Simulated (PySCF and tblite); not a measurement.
Results of a calculation; reference values are marked as such.
C₇H₁₃NO, numbered as in [CH2:1]=[C:2]([CH3:3])[CH2:4][C:5](=[O:6])[N:7]([CH3:8])[CH3:9].

Conformers came from 150 starts (ETKDG and KDG, MMFF94s, GFN2-xTB); geometries are GFN2-xTB. Weights use CAM-B3LYP-D3(BJ)/6-31G* energies plus GFN2-xTB zero-point and thermal terms (modes under about 100 cm⁻¹ blended into free rotors). Symmetry numbers and mirror images are counted. Conformers within 3 kcal/mol (GFN2-xTB free energy) were kept, 10 at most. Codes: tblite and PySCF.

Rotational constants are equilibrium values for the commonest isotopes; dipoles come from the energy level named.

Torsions listed: C3–C2–C4–C5, C2–C4–C5–O6, O6–C5–N7–C8. Of a mirror pair one member is shown.

```csv
conformer,shape,symmetry,weight %
1,"-52°, 113°, -4°",C1 (pair),62.6
2,"71°, -8°, 4°",C1 (pair),21.9
3,"-162°, -108°, -3°",C1 (pair),14.4
4,"72°, 75°, 175°",C1 (pair),1.1
```

Sets of constants, in random order:

| set | A (MHz) | B (MHz) | C (MHz) | abs μa (D) | abs μb (D) | abs μc (D) |
| --- | --- | --- | --- | --- | --- | --- |
| P | 2706 | 1097 | 915 | 1.14 | 3.51 | 0.80 |
| Q | 2423 | 1214 | 1003 | 0.70 | 3.19 | 0.35 |
| R | 2686 | 1092 | 955 | 0.97 | 3.56 | 0.48 |
| S | 3186 | 934 | 827 | 2.20 | 2.78 | 0.97 |

Match each set to its conformer.

P is conformer 4, Q is conformer 1, R is conformer 3, S is conformer 2.
